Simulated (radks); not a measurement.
The cerium ion Ce49+, 9 electrons, occupied as [He] 2s2 2p5.

Calculated with a radial shooting solver on a logarithmic mesh with Libxc functionals: scalar-relativistic Kohn-Sham, LDA (Slater exchange, VWN5 correlation), spin-polarised, spherical densities, finite nucleus; open shells are filled with parallel spins first (spin-orbit coupling, left out, can overturn this in heavy ions); Fermi nuclear charge, rms radius 4.8771 fm.

Energy parts (hartree):
| part | energy |
|---|---|
| total | -6149.5169 |
| kinetic | 6627.9254 |
| electron-nucleus | -13193.9431 |
| Hartree | 502.1933 |
| exchange-correlation | -85.6925 |

Orbitals (lengths in bohr, moments of r in powers of bohr):
orbital,occ.,eigenvalue (hartree),<r>
1s up,1,-1618.512,0.02456
1s down,1,-1618.038,0.02456
2s up,1,-364.6969,0.1027
2s down,1,-364.0565,0.1028
2p up,3,-342.3587,0.08958
2p down,2,-341.5945,0.08966

The highest occupied level is 2p down at -9295.3 eV. Summed over all electrons, <r^2> = 0.07515 bohr^2, which gives a Langevin (diamagnetic) susceptibility term of -0.0595 x 10^-6 cm^3/mol.
